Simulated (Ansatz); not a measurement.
`FB[O][InH2]` + H₂Se → `[SeH][InH2]` + `OBF` at 600 K and 1 bar (ligand exchange at the In–O bond).

Program: Ansatz. Geometries: PBE0-D4/def2-TZVP. ΔE: electronic, gas phase. CBS: MP2 limit from def2 TZ/QZ plus the TZ coupled-cluster correction, frozen cores. This one scheme is used for every species. def2 core potentials past Kr. For In, Se outer-core shells are correlated without core-valence functions, which leaves a few kJ/mol of doubt a bond. Scalar relativity is left out up to krypton. Each species was taken in one conformer, which may not be the lowest.

| species | CCSD(T)/CBS energy (Eh) | H − E (kJ/mol) | S (J/(mol·K)) |
| --- | --- | --- | --- |
| `FB[O][InH2]` | -391.48685 | 133.2 | 404.8 |
| H₂Se | -2401.89790 | 57.0 | 244.8 |
| `[SeH][InH2]` | -2592.33228 | 90.2 | 356.6 |
| `OBF` | -201.07426 | 109.4 | 294.7 |

H − E and S are ideal-gas, rigid-rotor, harmonic terms from PBE0-D4/def2-TZVP, for one conformer and one mirror image of each species. 1 Eh = 2625.50 kJ/mol, R = 8.31446 J/(mol·K).

Q: By hand: ΔE, ΔH, ΔS and ΔG.

A: ΔE = (-2592.33228) + (-201.07426) − (-391.48685) − (-2401.89790) = -0.02179 Eh = -57.2 kJ/mol. Δ(H − E) = 90.2 + 109.4 − 133.2 − 57.0 = 9.4, so ΔH = -47.8 kJ/mol. ΔS = 356.6 + 294.7 − 404.8 − 244.8 = 1.7 J/(mol·K). ΔG = -47.8 − 600 × (1.7)/1000 = -48.8 kJ/mol.

Q: By hand: the equilibrium constant, and the temperature at which ΔG would vanish if ΔH and ΔS stayed fixed.

A: log₁₀ K = −ΔG/(RT ln 10) = 4.2. ΔH and −TΔS have one sign here, so there is no such temperature. One of them is within its doubt of zero, so this could turn.

The number of gas molecules stays the same, so ΔS is small and ΔH decides. A doubt of 5 kJ/mol in ΔE shifts log₁₀ K by 0.4 here. Other conformers and mirror images would add mixing entropy, several J/(mol·K) or more a flexible species. These are equilibria of isolated gas molecules and say nothing of rates. Largest T1 diagnostic: 0.016 (customary marks: 0.02 for closed shells, 0.045 for open ones).
